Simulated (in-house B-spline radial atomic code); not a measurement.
## RPA and G0W0 on wB97X: Tc VIII (Tc7+)

Configuration [Ar] 3d10 4s2 4p6, mean-field start wB97X. Computed with a B-spline radial code for spherical atoms: all electrons, non-relativistic, point nucleus, each spin shell either full or empty, empty states to l = 9 with an (l + 1/2)⁻⁴ tail; G0W0 by contour deformation at full frequency.

Without relativity these are model numbers: it shifts the levels of so heavy an element strongly and can reorder them.

Command:
```bash
python run_gw.py task.json out
```
Settings (radii: box in bohr, nucleus in fm):
```
Z                        43
electrons                36
configuration            [Ar] 3d10 4s2 4p6
hamiltonian              nr
method                   wb97x
lmax                     9
spin_polarised           False
box_radius               8.41
intervals                50
```

Run time, properties included: 2.7 s on 1 thread of Arm Neoverse N1, with other jobs on the host.

Energies (hartree):

| term | value |
| --- | --- |
| mean-field total | -4195.33038 |
| Hartree-Fock functional on these orbitals | -4193.42204 |
| direct second order | -2.9709 |
| second-order exchange | 0.84914 |
| SOSEX correction | 0.79908 |

Problem. What is the RPA correlation energy, and what remains with SOSEX?

Solution. RPA gives -2.6755 hartree (-2.02 eV per electron); RPA + SOSEX gives -1.8764, and the second-order doubles -2.1217 hartree (no singles). RPA lacks exchange-type terms and so overcorrelates at short range.

Quasi-particle levels (eV):

| level | occupied | mean field | Σx - vxc | Σc | QP weight | G0W0 |
| --- | --- | --- | --- | --- | --- | --- |
| 4p | yes | -146.66 | -4.07 | ? | ? | ? |
| 4s | yes | -174.45 | -9.18 | 4.63 | 0.866 | -179.00 |
| 3d | yes | -369.27 | -21.49 | 6.22 | 0.942 | -384.54 |
| 4d | no | -92.87 | 5.38 | -2.38 | 0.975 | -89.87 |

G0W0 = mean field + (Σx - vxc) + Σc, with Σc (partial-wave tail included) taken at the quasi-particle energy. Only the outer levels were computed. Levels of low weight are left out.

Problem. Where does G0W0 put 4p?

Solution. At -151.62 eV, with Σc = -0.89 eV and a quasi-particle weight of 0.968. The tabulated removal energy is 150 ± 2.1 eV (NIST, tabulated theory); the calculation leaves out relativity, Breit and QED terms, and what these don't explain is the method's own error.
